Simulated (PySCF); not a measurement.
**Bromine: a sound run and one with changed settings**

Sound run: Br [Ar] 3d10 4s2 4p5, Br+ [Ar] 3d10 4s2 4p4. Computed with PySCF 2.14 in cc-pVDZ-DK, with the spin-free X2C one-electron Hamiltonian (Gaussian nucleus). In the sound run the correlated levels freeze [Ar] 3d10. The sound run starts from symmetry-adapted Hartree-Fock orbitals and uses a fine grid where one is needed.

Changed run: a valence shell is frozen. This setting is unsound on purpose.

| species | method | sound run (hartree) | changed run (hartree) | converged |
| --- | --- | --- | --- | --- |
| Br | MP2 | -2604.39056 | -2604.35958 | yes |
| Br | CCSD(T) | -2604.40532 | -2604.36921 | yes |
| Br+ | MP2 | -2603.97470 | -2603.93790 | yes |
| Br+ | CCSD(T) | -2603.99079 | -2603.94599 | yes |

Ionisation energy of Br:

```
 method  sound run (eV)  changed run (eV)
    UHF          10.759            10.759
    MP2          11.316            11.475
SCS-MP2          11.292            11.514
   CCSD          11.279            11.514
CCSD(T)          11.280            11.516
```

Freezing a valence shell removes pair correlation that changes on ionisation.

For comparison, NIST gives 11.814 eV between the lowest levels.
